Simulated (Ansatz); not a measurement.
Reaction (ligand exchange at the Hf–Cl bond): `[OH][Hf]12345678([Cl])([C@H]9[C@@H]1[C@@H]2[C@@H]3[C@H]94)[C@H]1[C@@H]5[C@@H]6[C@@H]7[C@H]18` + H–F → `[OH][Hf]12345678([F])([C@H]9[C@@H]1[C@@H]2[C@@H]3[C@H]94)[C@H]1[C@@H]5[C@@H]6[C@@H]7[C@H]18` + HCl

Program: Ansatz. Geometries: PBE0-D4/def2-TZVP. ΔE: electronic, gas phase. CCSD(T)/CBS is the MP2 limit (def2-TZVPP, def2-QZVPP) plus CCSD(T) − MP2 in def2-TZVPP, frozen cores. This one scheme is used for every species. DFT in def2-TZVPP. B3LYP here is the variant with VWN-RPA as its local correlation; programs differ in this. Elements past krypton have def2 core potentials. For Hf outer-core shells are correlated without core-valence functions, which leaves a few kJ/mol of doubt a bond. Each species was taken in one conformer, which may not be the lowest.

`[OH][Hf]12345678([Cl])([C@H]9[C@@H]1[C@@H]2[C@@H]3[C@H]94)[C@H]1[C@@H]5[C@@H]6[C@@H]7[C@H]18`:

```xyz
24

O     0.419    2.039    1.126
Hf    0.440    0.220    0.359
Cl    2.492   -0.629    1.344
C    -1.611    0.023    1.851
C    -0.661   -0.868    2.379
C    -0.459   -1.901    1.433
C    -1.273   -1.637    0.320
C    -1.975   -0.430    0.566
C    -0.296    0.275   -2.052
C     0.806   -0.611   -2.003
C     1.953    0.145   -1.688
C     1.563    1.487   -1.523
C     0.173    1.570   -1.753
H     0.177    2.247    2.028
H    -1.976    0.922    2.324
H    -0.152   -0.777    3.327
H     0.230   -2.724    1.539
H    -1.346   -2.242   -0.571
H    -2.690    0.040   -0.092
H    -1.315    0.008   -2.288
H     0.778   -1.676   -2.183
H     2.949   -0.246   -1.547
H     2.203    2.304   -1.224
H    -0.428    2.463   -1.672
```

H–F:

```xyz
2

F     0.195   -0.194   -0.369
H    -0.195    0.194    0.369
```

`[OH][Hf]12345678([F])([C@H]9[C@@H]1[C@@H]2[C@@H]3[C@H]94)[C@H]1[C@@H]5[C@@H]6[C@@H]7[C@H]18`:

```xyz
24

O    -1.478   -1.833   -0.353
Hf   -0.263   -0.276   -0.491
F    -0.164   -0.038   -2.421
C     1.507   -0.760    1.252
C     2.068    0.202    0.373
C     2.248   -0.409   -0.880
C     1.798   -1.743   -0.787
C     1.358   -1.962    0.534
C    -1.631    1.846   -0.831
C    -2.471    0.929   -0.174
C    -1.950    0.710    1.122
C    -0.784    1.487    1.259
C    -0.578    2.183    0.043
H    -1.224   -2.744   -0.494
H     1.261   -0.609    2.292
H     2.316    1.222    0.626
H     2.613    0.072   -1.775
H     1.780   -2.460   -1.595
H     0.947   -2.880    0.927
H    -1.734    2.179   -1.853
H    -3.334    0.439   -0.597
H    -2.359    0.036    1.860
H    -0.161    1.549    2.138
H     0.235    2.861   -0.173
```

HCl:

```xyz
2

Cl   -0.015    0.605   -0.207
H     0.015   -0.605    0.207
```

```
                                                                                       species  B3LYP-D4 energy (Eh)
`[OH][Hf]12345678([Cl])([C@H]9[C@@H]1[C@@H]2[C@@H]3[C@H]94)[C@H]1[C@@H]5[C@@H]6[C@@H]7[C@H]18`            -971.59133
                                                                                           H–F            -100.49283
 `[OH][Hf]12345678([F])([C@H]9[C@@H]1[C@@H]2[C@@H]3[C@H]94)[C@H]1[C@@H]5[C@@H]6[C@@H]7[C@H]18`            -611.25152
                                                                                           HCl            -460.83661
```

Work out ΔE.

ΔE = (-611.25152) + (-460.83661) − (-971.59133) − (-100.49283) = -0.00397 Eh = -0.11 eV. CCSD(T)/CBS gives +0.04 eV.

Largest T1 diagnostic among the species: 0.012.

From PBE to PBE0 (25 % exact exchange), in def2-TZVPP and without D4, ΔE moves by +0.09 eV. In def2-TZVPP, CCSD(T) changes the Hartree–Fock value by +0.12 eV (the triples alone add +0.04 eV) and MP2 by +0.27 eV. At CCSD(T), def2-SVP lies −0.23 eV from the extrapolated value and def2-TZVPP −0.05 eV.
